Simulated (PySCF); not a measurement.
C4H9NSi. Atoms are numbered in the order given.

```xyz
15

C     -0.9861     1.4387     2.0980
C     -0.7382     0.8836     1.0427
Si    -0.3710     0.0506    -0.5639
C     -1.6081    -1.3161    -0.9072
N      1.2085    -0.6493    -0.4501
C      2.4080     0.0484    -0.0259
H     -1.2060     1.9256     3.0305
H     -0.5093     1.1143    -1.6099
H     -1.5777    -2.0777    -0.1127
H     -1.3957    -1.8070    -1.8714
H     -2.6289    -0.9059    -0.9570
H      1.3878    -1.4755    -1.0126
H      2.9542     0.5487    -0.8508
H      2.1427     0.8245     0.7095
H      3.1140    -0.6371     0.4742
```
Charge 0, spin multiplicity 1.

Coordinates come from a B3LYP-D3(BJ)/def2-SVP optimisation. The structure was generated by enumeration; whether it is a known compound was not checked. Other conformers were not sampled.

These are PBE0/pcSseg-1 run with PySCF values and carry that method's errors.

GIAO shieldings, no solvent; atoms alike by connectivity are averaged. δ = σ(ref) − σ: ¹³C against TMS (σ = 186.3 ppm); ²⁹Si against TMS (σ = 352.7 ppm); ¹⁵N against NH3 (σ = 267.4 ppm); ¹H against TMS (σ = 31.56 ppm), references at their B3LYP-D3(BJ)/def2-TZVP geometries, non-relativistic.

```csv
nucleus,atoms,count,δ (ppm)
¹³C,C1,1,103.1
¹³C,C2,1,91.5
¹³C,C6,1,32.8
¹³C,C4,1,0.2
²⁹Si,Si3,1,-36.6
¹⁵N,N5,1,21.6
¹H,H8,1,5.18
¹H,"H13, H14, H15",3,3.03
¹H,H7,1,2.50
¹H,"H9, H10, H11",3,0.58
¹H,H12,1,-0.15
```
